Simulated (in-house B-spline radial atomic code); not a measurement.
How numerical settings move a run on O⁺, [He] 2s2 2p3. Computed with a B-spline radial code for spherical atoms: non-relativistic PBE, spin-polarised, spherical fractional occupations, point nucleus.

Command:
```bash
python run_scf.py task.json out
```
Settings of the sound reference run:
```
Z                8
electrons        7
configuration    [He] 2s2 2p3
hamiltonian      nr
method           pbe,pbe
spin_polarised   True
knot_spacing     0.22
spline_order     8
gauss_points     12
box_radius       35.29
max_iterations   70
damping          0.5
damped_steps     3
diis_vectors     10
tolerance        1e-08
start            Thomas-Fermi
```

Time taken, with all properties: 0.26 s on 1 thread of Arm Neoverse N1 (shared host).

It converges in 9 iterations to -74.498266 hartree, with 2p up at -26.3693 eV. The other runs change the listed settings, some to values that make no sense; their results aren't properties of the atom or ion. Radii are in bohr (the nuclear one in fm), a minus after a letter asks for a j subshell, and «unchanged» means within 1e-8 hartree. The run stops when the residual is below 10 × tolerance × max(1, Z/10), or a noise floor if that is larger, and the energy moves by less than 1e-8 × √|E| hartree; so very loose and very tight tolerances often act alike.

| changed settings | outcome |
| --- | --- |
| damped_steps = 8 | converged in 13 iterations, energy unchanged, 2p up level +8.2e-07 eV |
| first_knot = 0.000125 | converged in 8 iterations, energy +2.03e-07 hartree from the reference, 2p up level +2.7e-05 eV |
| damped_steps = 1 | converged in 8 iterations, energy unchanged, 2p up level +1.5e-06 eV |
| damped_steps = 30 | converged in 21 iterations, energy unchanged, 2p up level -8.5e-07 eV |
| gauss_points = 16, max_iterations = 75, diis_vectors = 2, tolerance = 1e-06 | converged in 8 iterations, energy unchanged, 2p up level -3.0e-04 eV |
| spline_order = 7, max_iterations = 75, damped_steps = 8, start = bare nucleus | converged in 14 iterations, energy +1.72e-07 hartree from the reference, 2p up level +5.3e-06 eV |
| gauss_points = 16 | converged in 9 iterations, energy unchanged |
| first_knot = 0.0125 | converged in 9 iterations, energy +1.82e-07 hartree from the reference, 2p up level +1.2e-06 eV |
| damped_steps = 0 | converged in 8 iterations, energy unchanged, 2p up level -9.2e-07 eV |
| first_knot = 1.25e-05 | converged in 8 iterations, energy -2.43e-07 hartree from the reference, 2p up level +2.8e-05 eV |
| gauss_points = 5, max_iterations = 60, damped_steps = 8, diis_vectors = 0, start = bare nucleus | converged in 21 iterations, energy unchanged, 2p up level -6.7e-07 eV |
| first_knot = 0.375 | converged in 9 iterations, energy +2.22e-04 hartree from the reference, 2p up level -3.1e-06 eV |
| knot_spacing = 0.4, max_iterations = 50, start = bare nucleus | converged in 9 iterations, energy +8.92e-06 hartree from the reference, 2p up level -2.6e-06 eV |
| first_knot = 0.0375 | converged in 9 iterations, energy +1.78e-07 hartree from the reference, 2p up level +1.1e-06 eV |

(1) What happens with knot_spacing = 0.4, spline_order = 5, box_radius = 70.58, max_iterations = 12?

(2) What happens with hamiltonian = dirac, method = hf, nucleus = fermi, rms_radius = 2.6991, mass_number = 16, atomic_mass = 15.99491, speed_of_light = 137.036?

(3) What happens with first_knot = 0.125?

(4) What happens with gauss_points = 4?

Results:

(1) Not converged after 12 iterations, last residual 2.5e-07, last energy +8.27e-05 hartree from the reference.

(2) Stopped with error: spin polarisation is not served with the Dirac Hamiltonian.

(3) Converged in 9 iterations, energy -1.78e-07 hartree from the reference, 2p up level +7.6e-06 eV.

(4) Converged in 9 iterations, energy -2.26e-08 hartree from the reference, 2p up level +5.7e-07 eV.
